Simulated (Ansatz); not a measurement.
Consider the substitution at a C–In bond: `[CH3][In]([OH])[Br]` + `O[SiH](O)N[SiH2]F` → `CN([SiH2]F)[SiH](O)O` + `[OH][InH][Br]`.

Calculated with Ansatz (gas phase, PBE0-D4/def2-TZVP geometries, no zero-point term in ΔE). CCSD(T)/CBS adds triple-zeta CCSD(T) − MP2 to the extrapolated MP2 energy (def2 sets, frozen cores). DFT in def2-TZVPP. Elements past krypton have def2 core potentials. For Br, In outer-core shells are correlated without core-valence functions, which leaves a few kJ/mol of doubt a bond. Scalar relativity is left out up to krypton. Each species was taken in one conformer, which may not be the lowest.

`[CH3][In]([OH])[Br]`:

```xyz
8

C     0.185   -0.440   -1.435
In   -0.082    0.330    0.526
O    -0.179   -0.735    2.187
Br   -0.318    2.748    1.053
H    -0.588   -1.181   -1.638
H     1.163   -0.918   -1.500
H     0.122    0.374   -2.154
H    -0.303   -0.179    2.961
```

`O[SiH](O)N[SiH2]F`:

```xyz
12

O     0.242    0.276   -2.506
Si   -0.585   -0.162   -1.165
O    -1.504    1.001   -0.473
N     0.526   -0.681    0.053
Si    0.420   -0.316    1.718
F     0.547    1.274    1.934
H     0.948    0.919   -2.419
H    -1.521   -1.197   -1.630
H    -1.075    1.702    0.022
H     1.349   -1.179   -0.252
H    -0.894   -0.674    2.293
H     1.548   -0.963    2.425
```

`CN([SiH2]F)[SiH](O)O`:

Cartesian coordinates in Å:
```
C 0.826 -1.339 -0.928
N 0.268 -0.303 -0.058
Si 0.734 -0.174 1.579
F 1.470 1.235 1.844
Si -0.819 0.840 -0.765
O -1.035 2.028 0.343
O -2.286 0.236 -1.142
H 1.131 -0.917 -1.891
H 1.709 -1.793 -0.474
H 0.102 -2.136 -1.125
H 1.704 -1.255 1.872
H -0.409 -0.175 2.518
H -0.260 1.288 -2.058
H -0.259 2.460 0.706
H -2.876 0.007 -0.422
```

`[OH][InH][Br]`:

Z-matrix (Å, degrees):
```
In
O 1 1.973
Br 1 2.454 2 109.4
H 1 1.701 2 127.1 3 -180.0
H 2 0.960 1 113.2 3 180.0
```

Problem. Is it downhill or uphill in electronic energy at CCSD(T)/CBS, and by how much? (Estimate.)

Solution. The calculation gave: Uphill: ΔE = +21.1 kcal/mol.

Problem. What do these levels give: ωB97X-V, ωB97M-V, B2PLYP, r2SCAN, PBE0, SCS-MP2/def2-TZVPP, CCSD(T)/def2-TZVPP, HF/def2-QZVPP, SCS-MP2/def2-QZVPP, HF/CBS(def2), MP2/CBS(def2), CCSD/CBS(def2)? (An estimate is asked.)

Solution. Ansatz gave: ωB97X-V 18.7, ωB97M-V 19.4, B2PLYP 21.1, r2SCAN 20.5, PBE0 20.2, SCS-MP2/def2-TZVPP 21.0, CCSD(T)/def2-TZVPP 20.3, HF/def2-QZVPP 19.2, SCS-MP2/def2-QZVPP 21.5, HF/CBS(def2) 19.2, MP2/CBS(def2) 23.0, CCSD/CBS(def2) 21.1 kcal/mol.

Largest T1 diagnostic among the species: 0.014.

The D4 term adds −1.6 kcal/mol with B3LYP and −0.9 kcal/mol with PBE0; it sums over pairs of atoms, weighted by their polarisabilities, and B3LYP, whose exchange is more repulsive, gets the larger term. In def2-TZVPP, CCSD(T) changes the Hartree–Fock value by +1.0 kcal/mol (the triples alone add +0.0 kcal/mol) and MP2 by +2.9 kcal/mol.

B3LYP here is the variant with VWN-RPA as its local correlation; programs differ in this.
